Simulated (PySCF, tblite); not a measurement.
Isomers of C9H6FP. Calculated harmonic vibrations of the isolated species, GFN2-xTB (tblite), most abundant isotopes, no scaling. Errors from tens to a few hundred cm⁻¹ against measured bands are possible. One conformer each.

Electronic energies: PBE0/pcSseg-1 single points on the GFN2-xTB geometries (PySCF, gas phase).

| SMILES | electronic energy, lowest = 0 (kcal/mol) |
| --- | --- |
| Fc1ccpc2ccccc12 | 0.6 |
| Fc1cpcc2ccccc12 | 0.0 |
| Fc1cpc2ccccc2c1 | 0.5 |
| Fc1pccc2ccccc12 | 4.0 |

Q: How do GFN2-xTB zero-point energies change the relative energies?

A: 
| SMILES | ZPE (kcal/mol) | of it from modes above 1550 cm⁻¹ | electronic (kcal/mol) | with ZPE, lowest = 0 (kcal/mol) | lowest mode (cm⁻¹) | rings |
| --- | --- | --- | --- | --- | --- | --- |
| Fc1cpcc2ccccc12 | 74.7 | 30.9 | 0.0 | 0.0 | 102 | 2 |
| Fc1cpc2ccccc2c1 | 74.7 | 30.9 | 0.5 | 0.4 | 97 | 2 |
| Fc1ccpc2ccccc12 | 74.7 | 30.9 | 0.6 | 0.6 | 111 | 2 |
| Fc1pccc2ccccc12 | 74.8 | 30.9 | 4.0 | 4.0 | 105 | 2 |

The zero-point energies span 0.1 kcal/mol, from `Fc1cpc2ccccc2c1` to `Fc1pccc2ccccc12`. The order is unchanged.

Q: And how do the electronic energies of GFN2-xTB itself compare?

A: `Fc1cpcc2ccccc12` 0.9; `Fc1cpc2ccccc2c1` 0.0; `Fc1ccpc2ccccc12` 1.4; `Fc1pccc2ccccc12` 3.4 kcal/mol, lowest = 0. Against the energies above, taken from the same isomer `Fc1cpcc2ccccc12`, the largest difference is 1.5 kcal/mol.

Q: What do entropy and thermal enthalpy add at 298.15 K and 1 bar (rigid rotor, harmonic oscillator, one conformer each)?

A: 
```csv
SMILES,point group,symmetry number,S (cal/(mol K)),H − H(0) (kcal/mol),ZPE + H − H(0) − TS (kcal/mol)
Fc1cpcc2ccccc12,Cs,1,91.4,6.00,53.5
Fc1cpc2ccccc2c1,Cs,1,91.5,6.02,53.4
Fc1ccpc2ccccc12,Cs,1,91.5,6.02,53.5
Fc1pccc2ccccc12,Cs,1,91.4,6.01,53.5
```
